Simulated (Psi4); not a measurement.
O4Os, triplet, at a GFN2-xTB geometry (such geometries of metal compounds can be far from the true shape) (the multiplicity is a formal guess) (core potentials on Os); HF/def2-SVP (Psi4).

Here is a job for Psi4.
```
memory 2 GB

molecule mol {
0 3
  Os   -0.000000   -0.000000   -0.000000
  O     1.255627    0.854038   -0.685662
  O     0.906933   -1.043438    0.929958
  O    -1.138647   -1.092528   -0.534769
  O    -1.023913    1.281929    0.290473
}

set basis def2-svp
set reference uhf
set diis_max_vecs 3

energy('scf')
print_variables()
```

Output, abridged:

```
   => Loading Basis Set <=

    Name: DEF2-SVP
    Role: ORBITAL
    Keyword: BASIS

    !!!  WARNING: ECP capability is in beta. Please check occupations closely.  !!!

         ---------------------------------------------------------
                                   SCF
               by Justin Turney, Rob Parrish, Andy Simmonett
                          and Daniel G. A. Smith
                              UHF Reference
         ---------------------------------------------------------

  ==> Geometry <==

    Molecular point group: c1
    Full point group: C1

    Geometry (in Angstrom), charge = 0, multiplicity = 3:

       Center              X                  Y                   Z               Mass
    ------------   -----------------  -----------------  -----------------  -----------------
         OS          -0.000000000000    -0.000000062495     0.000000000000   191.961477000000
         O            1.255627000000     0.854037937505    -0.685662000000    15.994914619570
         O            0.906933000000    -1.043438062495     0.929958000000    15.994914619570
         O           -1.138647000000    -1.092528062495    -0.534769000000    15.994914619570
         O           -1.023913000000     1.281928937505     0.290473000000    15.994914619570

  Running in c1 symmetry.

  Rotational constants: A =      0.16644  B =      0.16644  C =      0.11042 [cm^-1]
  Rotational constants: A =   4989.74635  B =   4989.74510  C =   3310.43402 [MHz]
  Nuclear repulsion =  238.371540626567395

  Charge       = 0
  Multiplicity = 3
  Electrons    = 48
  Nalpha       = 25
  Nbeta        = 23

  ==> Algorithm <==

  SCF Algorithm Type is DF.
  DIIS enabled.
  MOM disabled.
  Fractional occupation disabled.
  Guess Type is SAD.
  Energy threshold   = 1.00e-06
  Density threshold  = 1.00e-06
  Integral threshold = 1.00e-12

  ==> Primary Basis <==

  Basis Set: DEF2-SVP
    Blend: DEF2-SVP
    Number of shells: 36
    Number of basis functions: 88
    Number of Cartesian functions: 97
    Spherical Harmonics?: true
    Max angular momentum: 3

  Core potential: DEF2-SVP
    Number of shells: 4
    Number of ECP primitives: 10
    Number of ECP core electrons: 60
    Max angular momentum: 3

   => Loading Basis Set <=

    Name: (DEF2-SVP AUX)
    Role: JKFIT
    Keyword: DF_BASIS_SCF

  ==> Integral Setup <==

  SCF_SUBTYPE=INCORE selected. In-core MEM_DF algorithm will be used.
  Using in-core AOs.

  ==> MemDFJK: Density-Fitted J/K Matrices <==

    J tasked:                   Yes
    K tasked:                   Yes
    wK tasked:                   No
    Algorithm:                 Core
    Schwarz Cutoff:           1E-12
    Mask sparsity (%):       1.1880
    Fitting Condition:        1E-10

   => Auxiliary Basis Set <=

  Basis Set: (DEF2-SVP AUX)
    Blend: DEF2-UNIVERSAL-JKFIT
    Number of shells: 145
    Number of basis functions: 535
    Number of Cartesian functions: 713
    Spherical Harmonics?: true
    Max angular momentum: 6

  Minimum eigenvalue in the overlap matrix is 5.4547537589E-03.
  Reciprocal condition number of the overlap matrix is 1.2550826972E-03.
    Using symmetric orthogonalization.

  ==> Pre-Iterations <==

  SCF Guess: Superposition of Atomic Densities via on-the-fly atomic UHF (no occupation information).

 WARNING: Atomic UHF is not converging! Try casting from a smaller basis or call Rob at CCMST.
   -------------------------
    Irrep   Nso     Nmo
   -------------------------
     A         88      88
   -------------------------
    Total      88      88
   -------------------------

  ==> Iterations <==

                           Total Energy        Delta E     RMS |[F,P]|

   @DF-UHF iter SAD:  -387.24417165267801   -3.87244e+02   0.00000e+00
   @DF-UHF iter   1:  -387.95776676125888   -7.13595e-01   1.56473e-02 ADIIS/DIIS
   @DF-UHF iter   2:  -387.39365863414088    5.64108e-01   2.17697e-02 ADIIS/DIIS
   @DF-UHF iter   3:  -388.70791600017242   -1.31426e+00   1.43574e-03 ADIIS/DIIS
   @DF-UHF iter   4:  -388.71690957376666   -8.99357e-03   1.34894e-03 ADIIS/DIIS
   @DF-UHF iter   5:  -388.72660793768961   -9.69836e-03   7.69645e-04 ADIIS/DIIS
   @DF-UHF iter   6:  -388.73747725680153   -1.08693e-02   6.31562e-04 ADIIS/DIIS
   @DF-UHF iter   7:  -388.74296837525571   -5.49112e-03   6.44805e-04 ADIIS/DIIS
   @DF-UHF iter   8:  -388.75234644555229   -9.37807e-03   5.17879e-04 ADIIS/DIIS
   @DF-UHF iter   9:  -388.75632245926175   -3.97601e-03   5.27729e-04 ADIIS/DIIS
   @DF-UHF iter  10:  -388.76534169776863   -9.01924e-03   3.68443e-04 ADIIS/DIIS
   @DF-UHF iter  11:  -388.76983307582054   -4.49138e-03   2.79212e-04 ADIIS/DIIS
   @DF-UHF iter  12:  -388.77246211406418   -2.62904e-03   2.49000e-04 ADIIS/DIIS
   @DF-UHF iter  13:  -388.77420445480027   -1.74234e-03   2.12429e-04 ADIIS/DIIS
   @DF-UHF iter  14:  -388.77590283372780   -1.69838e-03   1.90837e-04 ADIIS/DIIS
   @DF-UHF iter  15:  -388.77759858881961   -1.69576e-03   1.51658e-04 ADIIS/DIIS
   @DF-UHF iter  16:  -388.77852611635643   -9.27528e-04   1.29130e-04 ADIIS/DIIS
   @DF-UHF iter  17:  -388.77912817421452   -6.02058e-04   1.09660e-04 ADIIS/DIIS
   @DF-UHF iter  18:  -388.77958710224976   -4.58928e-04   1.00739e-04 ADIIS/DIIS
   @DF-UHF iter  19:  -388.77968282077012   -9.57185e-05   8.81649e-05 DIIS
   @DF-UHF iter  20:  -388.77989029623120   -2.07475e-04   7.83496e-05 DIIS
   @DF-UHF iter  21:  -388.77998025850894   -8.99623e-05   7.45756e-05 DIIS
   @DF-UHF iter  22:  -388.78009866261982   -1.18404e-04   6.81374e-05 DIIS
   @DF-UHF iter  23:  -388.78016934548026   -7.06829e-05   6.58429e-05 DIIS
   @DF-UHF iter  24:  -388.78028549900864   -1.16154e-04   6.07199e-05 DIIS
   @DF-UHF iter  25:  -388.78033817601681   -5.26770e-05   5.75027e-05 DIIS
   @DF-UHF iter  26:  -388.78044152194400   -1.03346e-04   5.51106e-05 DIIS
   @DF-UHF iter  27:  -388.78047984748264   -3.83255e-05   5.24465e-05 DIIS
   @DF-UHF iter  28:  -388.78053738575795   -5.75383e-05   4.85826e-05 DIIS
[...]
   @DF-UHF iter  42:  -388.78098021871676   -2.21581e-05   3.03222e-05 DIIS
   @DF-UHF iter  43:  -388.78099952989089   -1.93112e-05   2.86786e-05 DIIS
   @DF-UHF iter  44:  -388.78101155915033   -1.20293e-05   2.80894e-05 DIIS
   @DF-UHF iter  45:  -388.78104272007903   -3.11609e-05   2.76411e-05 DIIS
   @DF-UHF iter  46:  -388.78104271593622    4.14281e-09   2.61212e-05 DIIS
   @DF-UHF iter  47:  -388.78106512041637   -2.24045e-05   2.57247e-05 DIIS
   @DF-UHF iter  48:  -388.78107510937309   -9.98896e-06   2.53201e-05 DIIS
   @DF-UHF iter  49:  -388.78108291617895   -7.80681e-06   2.40357e-05 DIIS
   @DF-UHF iter  50:  -388.78110176185561   -1.88457e-05   2.44936e-05 DIIS
   @DF-UHF iter  51:  -388.78110880547376   -7.04362e-06   2.33489e-05 DIIS
   @DF-UHF iter  52:  -388.78111927292997   -1.04675e-05   2.28684e-05 DIIS
   @DF-UHF iter  53:  -388.78113355066512   -1.42777e-05   2.28061e-05 DIIS
   @DF-UHF iter  54:  -388.78113592873621   -2.37807e-06   2.16903e-05 DIIS
   @DF-UHF iter  55:  -388.78114725125516   -1.13225e-05   2.17467e-05 DIIS
   @DF-UHF iter  56:  -388.78115816118463   -1.09099e-05   2.13455e-05 DIIS
   @DF-UHF iter  57:  -388.78116087017941   -2.70899e-06   2.05348e-05 DIIS
   @DF-UHF iter  58:  -388.78117922507010   -1.83549e-05   2.07845e-05 DIIS
   @DF-UHF iter  59:  -388.78117900985006    2.15220e-07   1.99506e-05 DIIS
   @DF-UHF iter  60:  -388.78118904111761   -1.00313e-05   1.94263e-05 DIIS
   @DF-UHF iter  61:  -388.78119708675018   -8.04563e-06   1.95593e-05 DIIS
   @DF-UHF iter  62:  -388.78120158308820   -4.49634e-06   1.86675e-05 DIIS
   @DF-UHF iter  63:  -388.78121000024385   -8.41716e-06   1.89333e-05 DIIS
   @DF-UHF iter  64:  -388.78122062284103   -1.06226e-05   1.84271e-05 DIIS
   @DF-UHF iter  65:  -388.78122118177146   -5.58930e-07   1.78133e-05 DIIS
   @DF-UHF iter  66:  -388.78123611510858   -1.49333e-05   1.78887e-05 DIIS
   @DF-UHF iter  67:  -388.78123480731688    1.30779e-06   1.72648e-05 DIIS
   @DF-UHF iter  68:  -388.78124275610764   -7.94879e-06   1.68389e-05 DIIS
   @DF-UHF iter  69:  -388.78124933869634   -6.58259e-06   1.69859e-05 DIIS
   @DF-UHF iter  70:  -388.78125260432751   -3.26563e-06   1.62524e-05 DIIS
   @DF-UHF iter  71:  -388.78125981170479   -7.20738e-06   1.65078e-05 DIIS
   @DF-UHF iter  72:  -388.78126614821076   -6.33651e-06   1.60667e-05 DIIS
   @DF-UHF iter  73:  -388.78126709532916   -9.47118e-07   1.55863e-05 DIIS
   @DF-UHF iter  74:  -388.78127605935578   -8.96403e-06   1.56740e-05 DIIS
   @DF-UHF iter  75:  -388.78127667224504   -6.12889e-07   1.51987e-05 DIIS
   @DF-UHF iter  76:  -388.78128159013147   -4.91789e-06   1.49600e-05 DIIS
   @DF-UHF iter  77:  -388.78128776973750   -6.17961e-06   1.50232e-05 DIIS
   @DF-UHF iter  78:  -388.78128878979908   -1.02006e-06   1.44497e-05 DIIS
   @DF-UHF iter  79:  -388.78129537355045   -6.58375e-06   1.45800e-05 DIIS
   @DF-UHF iter  80:  -388.78129829576631   -2.92222e-06   1.42808e-05 DIIS
   @DF-UHF iter  81:  -388.78130046903743   -2.17327e-06   1.38663e-05 DIIS
   @DF-UHF iter  82:  -388.78130607785147   -5.60881e-06   1.40089e-05 DIIS
   @DF-UHF iter  83:  -388.78130833832461   -2.26047e-06   1.35807e-05 DIIS
   @DF-UHF iter  84:  -388.78131142325401   -3.08493e-06   1.34627e-05 DIIS
   @DF-UHF iter  85:  -388.78131761115958   -6.18791e-06   1.34154e-05 DIIS
   @DF-UHF iter  86:  -388.78131734779913    2.63360e-07   1.29414e-05 DIIS
   @DF-UHF iter  87:  -388.78132379561197   -6.44781e-06   1.29536e-05 DIIS
   @DF-UHF iter  88:  -388.78132526787192   -1.47226e-06   1.27434e-05 DIIS
   @DF-UHF iter  89:  -388.78132839541161   -3.12754e-06   1.23307e-05 DIIS
   @DF-UHF iter  90:  -388.78133246002517   -4.06461e-06   1.25094e-05 DIIS
   @DF-UHF iter  91:  -388.78133545122250   -2.99120e-06   1.20648e-05 DIIS
   @DF-UHF iter  92:  -388.78133755155170   -2.10033e-06   1.20085e-05 DIIS
   @DF-UHF iter  93:  -388.78134327726059   -5.72571e-06   1.18644e-05 DIIS
   @DF-UHF iter  94:  -388.78134287861536    3.98645e-07   1.14684e-05 DIIS
   @DF-UHF iter  95:  -388.78134871152656   -5.83291e-06   1.14046e-05 DIIS
   @DF-UHF iter  96:  -388.78134969906182   -9.87535e-07   1.12395e-05 DIIS
   @DF-UHF iter  97:  -388.78135268327060   -2.98421e-06   1.08368e-05 DIIS
   @DF-UHF iter  98:  -388.78135570722350   -3.02395e-06   1.09952e-05 DIIS
   @DF-UHF iter  99:  -388.78135820203539   -2.49481e-06   1.05780e-05 DIIS
   @DF-UHF iter 100:  -388.78135998873603   -1.78670e-06   1.05377e-05 DIIS

PsiException: Could not converge SCF iterations in 100 iterations.

  Failed to converge.

Traceback (most recent call last):
  File "psi4", line 375, in <module>
  File "<string>", line 27, in <module>
  File "site-packages/psi4/driver/driver.py", line 533, in energy
  File "site-packages/psi4/driver/procrouting/proc.py", line 2760, in run_scf
  File "site-packages/psi4/driver/procrouting/proc.py", line 2047, in scf_helper
  File "site-packages/psi4/driver/procrouting/scf_proc/scf_iterator.py", line 93, in scf_compute_energy
  File "site-packages/psi4/driver/procrouting/scf_proc/scf_iterator.py", line 86, in scf_compute_energy
  File "site-packages/psi4/driver/procrouting/scf_proc/scf_iterator.py", line 609, in scf_iterate

psi4.driver.p4util.exceptions.SCFConvergenceError: Could not converge SCF iterations in 100 iterations.

Printing out the relevant lines from the Psithon --> Python processed input file:
    ""","mol")
    core.IO.set_default_namespace("mol")
    core.set_global_option("BASIS", "def2-svp")
    core.set_global_option("REFERENCE", "uhf")
    core.set_global_option("DIIS_MAX_VECS", 3)
--> energy('scf')
    print_variables()

!-------------------------------------------------------!
!                                                       !
!  Could not converge SCF iterations in 100 iterations. !
!                                                       !
!-------------------------------------------------------!
```

Convergence was not reached.
